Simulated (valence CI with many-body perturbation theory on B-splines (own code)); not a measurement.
Forbidden lines of Tb XV

Computed by relativistic CI+MBPT: five valence electrons over a frozen Dirac-Fock core [Kr] 4d10, radial functions for each j: 7 s, 7 p, 7 d, 7 f, 4 g, 2 h, with the one-electron correlation potential Σ1 (screened to all orders), the two-electron term Σ2, the three-electron term Σ3, Breit, model QED; selected single and double excitations, second order for the rest, scaled by the run's own slope (own B-spline code, finite nucleus).

No measured levels were compared; by estimate terms of the open shell hold to a few per cent of their energy, and close levels can change places; configurations with another count of f electrons can be misplaced by thousands of cm⁻¹. Among the levels kept, up to 1200 cm⁻¹ of a level comes from second order outside the variational space, and about a tenth of that is noise between levels of different J, which matters for small intervals. The lowest computed level is not the ground level that NIST lists (6H°5/2, for many ions itself from theory).

Lines 1 to 50 of 120 in falling wavelength, among levels below 86194 cm⁻¹, chosen from the decays that carry over 1 % of a level's rate. Wavelengths and rates use the calculated energies, so an error of 2000 cm⁻¹ moves a line at 3931 nm by 79 % and its rate by three times that or more. Weak lines are less certain than strong ones. Lines between different terms over intervals too small for the method are left out, as are lines whose strength nearly cancels. Where a level lies close to another of its J and parity, the split of strength between their lines is uncertain. Intervals below about 2000 cm⁻¹, as at the head of this list, are uncertain by tens of per cent.

Names give the largest LS component (configuration and term), which can be under half, so a name can repeat, a term be missing and a line seem to break the LS rules; names also repeat where a configuration has a term twice. Letters in brackets count levels of one name in rising energy.

| λ vac (nm) | Upper | Lower | Type | A (s⁻¹) | Branch % |
| --- | --- | --- | --- | --- | --- |
| 19540 | 4f4 5s 6F_3/2 | 4f4 5s 6F_1/2 | M1 | 1.14e-02 | 98.8 |
| 9545 | 4f4 5s 6G_5/2 | 4f4 5s 6G_3/2 | M1 | 8.93e-02 | 10.0 |
| 9275 | 4f4 5s 6F_5/2 | 4f4 5s 6F_3/2 | M1 | 1.13e-01 | 93.3 |
| 5626 | 4f4 5s 6F_7/2 | 4f4 5s 6F_5/2 | M1 | 4.46e-01 | 62.4 |
| 5167 | 4f4 5s 6G_9/2 | 4f4 5s 6G_7/2 | M1 | 4.70e-01 | 2.5 |
| 5045 | 4f4 5s 6F_9/2 | 4f4 5s 6F_7/2 | M1 | 4.77e-01 | 33.6 |
| 4833 | 4f4 5s 4K_15/2 [a] | 4f4 5s 4K_13/2 [a] | M1 | 3.75e-01 | 1.2 |
| 4146 | 4f4 5s 6I_9/2 | 4f4 5s 6I_7/2 | M1 | 1.15e+00 | 100.0 |
| 3931 | 4f4 5s 6S_5/2 | 4f4 5s 6F_5/2 | M1 | 1.87e-02 | 25.8 |
| 3567 | 4f4 5s 6F_11/2 | 4f4 5s 6F_9/2 | M1 | 7.78e-01 | 66.0 |
| 3501 | 4f4 5s 6I_11/2 | 4f4 5s 6I_9/2 | M1 | 2.51e+00 | 100.0 |
| 3186 | 4f4 5s 6I_13/2 | 4f4 5s 6I_11/2 | M1 | 3.23e+00 | 100.0 |
| 3036 | 4f4 5s 6I_15/2 | 4f4 5s 6I_13/2 | M1 | 2.94e+00 | 100.0 |
| 2969 | 4f4 5s 6I_17/2 | 4f4 5s 6I_15/2 | M1 | 1.78e+00 | 100.0 |
| 2910 | 4f4 5s 4H_9/2 [a] | 4f4 5s 4H_7/2 [a] | M1 | 2.25e+00 | 5.1 |
| 2882 | 4f4 5s 4G_5/2 [a] | 4f4 5s 4H_7/2 [a] | M1 | 4.35e-01 | 4.0 |
| 2761 | 4f4 5s 6S_5/2 | 4f4 5s 6F_3/2 | M1 | 5.29e-02 | 72.7 |
| 2662 | 4f4 5s 6G_11/2 | 4f4 5s 6G_9/2 | M1 | 2.89e+00 | 22.9 |
| 2574 | 4f4 5s 4H_7/2 [a] | 4f4 5s 6G_7/2 | M1 | 7.91e-01 | 1.6 |
| 2428 | 4f4 5s 4I_15/2 [a] | 4f4 5s 4I_13/2 [a] | M1 | 2.22e+00 | 37.1 |
| 2361 | 4f4 5s 4I_13/2 [a] | 4f4 5s 4I_11/2 [a] | M1 | 3.42e+00 | 63.4 |
| 2281 | 4f4 5s 4I_11/2 [a] | 4f4 5s 4I_9/2 [a] | M1 | 3.33e+00 | 58.1 |
| 2263 | 4f4 5s 4H_7/2 [a] | 4f4 5s 6G_5/2 | M1 | 2.62e+00 | 5.3 |
| 1917 | 4f4 5s 6F_7/2 | 4f4 5s 4I_9/2 [a] | M1 | 1.44e-02 | 2.0 |
| 1857 | 4f4 5s 4H_9/2 [a] | 4f4 5s 6G_9/2 | M1 | 1.36e+00 | 3.1 |
| 1815 | 4f3 5s2 4I°_15/2 | 4f3 5s2 4I°_13/2 | M1 | 5.30e+00 | 91.8 |
| 1795 | 4f4 5s 4K_13/2 [a] | 4f4 5s 4I_13/2 [a] | M1 | 5.41e-01 | 1.8 |
| 1780 | 4f4 5s 6F_11/2 | 4f4 5s 4I_11/2 [a] | M1 | 6.32e-02 | 5.4 |
| 1778 | 4f3 5s2 4I°_13/2 | 4f3 5s2 4I°_11/2 | M1 | 8.45e+00 | 92.0 |
| 1769 | 4f3 5s2 4I°_11/2 | 4f3 5s2 4I°_9/2 | M1 | 7.42e+00 | 93.0 |
| 1706 | 4f4 5s 6G_5/2 | 4f4 5s 6S_5/2 | M1 | 1.90e-02 | 2.1 |
| 1705 | 4f4 5s 4K_17/2 [a] | 4f4 5s 4I_15/2 [a] | M1 | 1.20e+00 | 3.4 |
| 1509 | 4f4 5s 6G_5/2 | 4f4 5s 6F_7/2 | M1 | 2.61e-01 | 29.2 |
| 1406 | 4f4 5s 6G_9/2 | 4f4 5s 6F_9/2 | M1 | 1.08e+00 | 5.7 |
| 1405 | 4f4 5s 4L_13/2 | 4f4 5s 4K_13/2 [a] | M1 | 5.76e-01 | 4.6 |
| 1396 | 4f4 5s 6G_7/2 | 4f4 5s 6F_7/2 | M1 | 4.10e-01 | 2.1 |
| 1389 | 4f4 5s 6F_9/2 | 4f4 5s 4I_9/2 [a] | M1 | 1.80e-01 | 12.6 |
| 1366 | 4f4 5s 4H_9/2 [a] | 4f4 5s 6G_7/2 | M1 | 1.37e+00 | 3.1 |
| 1360 | 4f4 5s 4G_5/2 [a] | 4f4 5s 6G_7/2 | M1 | 2.35e-01 | 2.2 |
| 1359 | 4f4 5s 6G_3/2 | 4f4 5s 6F_5/2 | M1 | 3.43e-02 | 4.6 |
| 1268 | 4f4 5s 4G_5/2 [a] | 4f4 5s 6G_5/2 | M1 | 4.19e-01 | 3.9 |
| 1240 | 4f4 5s 6G_11/2 | 4f4 5s 6F_11/2 | M1 | 7.36e-01 | 5.8 |
| 1224 | 4f4 5s 4K_11/2 [a] | 4f4 5s 4I_11/2 [a] | M1 | 1.08e+00 | 4.4 |
| 1186 | 4f4 5s 6G_3/2 | 4f4 5s 6F_3/2 | M1 | 2.27e-01 | 30.5 |
| 1142 | 4f4 5s 4L_13/2 | 4f4 5s 4K_11/2 [a] | M1 | 1.02e+00 | 8.1 |
| 1119 | 4f4 5s 4G_5/2 [a] | 4f4 5s 6G_3/2 | M1 | 4.90e+00 | 45.4 |
| 1119 | 4f4 5s 6G_7/2 | 4f4 5s 6F_5/2 | M1 | 9.13e-01 | 4.7 |
| 1118 | 4f4 5s 6G_3/2 | 4f4 5s 6F_1/2 | M1 | 3.20e-01 | 43.0 |
| 1105 | 4f4 5s 4F_3/2 [a] | 4f4 5s 6G_5/2 | M1 | 1.00e+00 | 65.7 |
| 1099 | 4f4 5s 6G_9/2 | 4f4 5s 6F_7/2 | M1 | 1.05e+00 | 5.5 |
